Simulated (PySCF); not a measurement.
## C5H10O3Si: full NMR table

```yaml
Formula: C5H10O3Si
SMILES: C=CO[SiH2]CC(=O)OC
Point_group_of_the_computed_structure: C1
Degrees_of_unsaturation: 2
Carbon_signals: 5
Proton_signals: 6
```

Structure with atom numbers: `[CH2:1]=[CH:2][O:3][SiH2:4][CH2:5][C:6](=[O:7])[O:8][CH3:9]`. Each H is labelled by its parent atom. Ha(C1) is cis to O3; Hb(C1) is trans to O3.

[PySCF 2.14.0 with density-fitted response routines: NMR shieldings at PBE0/pcSseg-1/GIAO; coordinates at the GFN2-xTB level; no relativistic terms; no solvent model; fast rotation and ring inversion assumed for equivalent nuclei; single conformer]

Shifts are taken against calculated references (same method and geometry level): 1H, 13C, 29Si against TMS; H2O for 17O.

```tsv
carbon	δC, type	δH (multiplicity)	HMBC from (2–3 bonds)	span of the C tensor (ppm)
C1	95.5, CH2	Hb(C1) 4.46 (m); Ha(C1) 4.38 (m)	H(C2)	169
C2	156.4, CH	6.66 (m)	H(Si4), Hb(C1), Ha(C1)	187
C5	27.0, CH2	2.42 (t)	H(Si4)	63
C6	177.2, C	–	H(Si4), H(C9), H(C5)	163
C9	53.7, CH3	3.76 (s)	–	75
```

Other nuclei:
```tsv
atoms	nucleus	environment	δ (ppm)	σ (ppm)
H(Si4)	1H	hydrogen on a silicon bonded to C, O	5.13	26.59
Si4	29Si	silicon bonded to C, O, 2 H	-20.3	369.4
O7	17O	ester carbonyl oxygen	447.0	-110.9
O8	17O	ester alkoxy oxygen	194.0	142.1
O3	17O	oxygen bonded to C, Si	110.5	225.6
```

1. Carbon types of the structure: 1 × C, 1 × CH, 2 × CH2, 1 × CH3, leaving 2 H on heteroatoms.
2. δC 177.2: ester carbonyl carbon; it is a carbonyl in resonance with an O or N lone pair, the region of acids, esters and amides.
3. δC 156.4: alkene carbon bearing oxygen; an sp2 carbon further deshielded by the attached heteroatom.
4. δC 95.5: β carbon of an enol-ether or enamine type C=C; the O or N lone pair pushes π density onto this β carbon and shields it.
5. δH 6.66: hydrogen on an alkene carbon bearing oxygen; a vinylic proton, deshielded by the sp2 carbon and the C=C anisotropy.
6. δH 4.46, 4.38: hydrogen on a β carbon of an enol-ether or enamine type C=C; lone-pair donation from O or N shields it, upfield of ordinary alkene protons.

Shifts are as computed. Against solution values, carbons near 30 ppm lie about +3 ppm off and those near 130 ppm about +5 ppm. Of 1211 compounds with measured shifts, 218 miss one by over three times the rms of a fit or turn the order of signals round; such compounds aren't used in these exercises. Unscaled 17O shifts of doubly bonded oxygen tend to come out too high, by tens of ppm or more. Experimental scales use liquid or dissolved standards, which lie at an offset from isolated H2O (liquid H2O: subtract about 36 ppm). No couplings were computed; multiplicities are counted from neighbouring protons, with m where these are inequivalent, close in shift, in a saturated or five-membered ring or joined by F or P, and br s for small geminal =CH2 splittings.
